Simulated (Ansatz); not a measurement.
Ideal-gas functions of ClGeH5SSi, SMILES `Cl[SiH2][S][GeH3]` at 500 K and 1 bar, from an Ansatz frequency run at PBE0-D4/def2-TZVP.

Molar mass 173.26 g/mol, point group C1 (symmetry number 1), electronic degeneracy 1, moments of inertia 63.304, 695.179, 742.054 u Å². Harmonic wavenumbers (cm⁻¹, unscaled): 21, 66, 91, 160, 412, 497, 565, 568, 583, 595, 687, 828, 858, 869, 875, 960, 2149, 2169, 2186, 2232, 2247.

Use S(trans) = R[1.5 ln M + 2.5 ln T − 1.1517]; rotational temperatures θ = 24.2544 K / I; S(rot) = R[ln(√π/σ · √(T³/θAθBθC)) + 1.5]; for each mode x = 1.438777 ν̃/T, S = R[x/(eˣ − 1) − ln(1 − e⁻ˣ)] and H = RT x/(eˣ − 1); 1 cm⁻¹ = 0.0119627 kJ/mol; R = 8.31446 J/(mol·K).

Problem. By hand: the entropy, in J/(mol·K).

Solution. Translation 183.9. Rotation: θ = 0.3831, 0.0349, 0.0327 K, giving 126.9. Vibration, mode by mode: 31.65, 22.14, 19.48, 14.84, 7.37, 6.01, 5.13, 5.10, 4.92, 4.79, 3.88, 2.82, 2.63, 2.57, 2.54, 2.09, 0.12, 0.12, 0.11, 0.10, 0.10, in all 138.5. Electronic 0.0. Sum 449.3 J/(mol·K).

Problem. By hand: H − E and G − E in kJ/mol, counted from the electronic energy.

Solution. Zero-point energy ½ × 19618 × 0.0119627 = 117.3; thermal vibration 31.4; translation, rotation and pV give 4 RT = 16.6. H − E = 165.3 kJ/mol, and G − E = 165.3 − 500 × 449.3/1000 = -59.3 kJ/mol.

Vibration gives 31 % of the entropy, 73.3 J/(mol·K) of it from the modes under 150 cm⁻¹: soft modes count most, and the harmonic formula is weakest for them. The sum counts one conformer and one mirror image; others add a mixing term.
